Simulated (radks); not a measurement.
The praseodymium ion Pr+, 58 electrons, occupied as [Xe] 4f3 6s1 (the NIST ground configuration). Calculated with a radial shooting solver on a logarithmic mesh with Libxc functionals: scalar-relativistic Kohn-Sham, PBE, spin-polarised, spherical densities, finite nucleus; open shells are filled with parallel spins first (spin-orbit coupling, left out, can overturn this in heavy ions); Fermi nuclear charge, rms radius 4.8919 fm.

Local quantities along the radius. ELF = 1/(1 + alpha^2) is the electron localisation function; alpha = (tau - tau_W)/tau_unif compares the Pauli kinetic energy density with that of the uniform gas (summed over spins). tau is taken from the large components.

r (bohr)    ELF    alpha
0.001564  0.999  0.02479
0.002137  0.999  0.02661
0.002896  0.999  0.02984
0.003924  0.999  0.03538
0.005318  0.998  0.04503
0.007208  0.996  0.06274
0.009847  0.990  0.09941
0.01335   0.969   0.1797
0.01809   0.876   0.3766
0.02451   0.587   0.8390
0.03322   0.334    1.412
0.04502   0.422    1.171
0.06151   0.691   0.6685
0.08336   0.723   0.6185
0.113     0.438    1.132
0.1531    0.382    1.272
0.2075    0.703   0.6508
0.2835    0.675   0.6946
0.3842    0.210    1.941
0.5207    0.590   0.8340
0.7057    0.722   0.6206
0.9564    0.370    1.306
1.307     0.410    1.200
1.771     0.686   0.6769
2.4       0.409    1.202
3.252     0.168    2.224
4.408     0.603   0.8110
6.022     0.874   0.3805
8.161     0.699   0.6566
11.06     0.050    4.349

On this mesh the ELF has minima near r = 0.033, 0.13, 0.38, 1.1, 3.3 bohr, which separate the shells, and maxima near 0.072 (0.75), 0.24 (0.76), 0.61 (0.74), 1.8 (0.69), 6.0 (0.87).
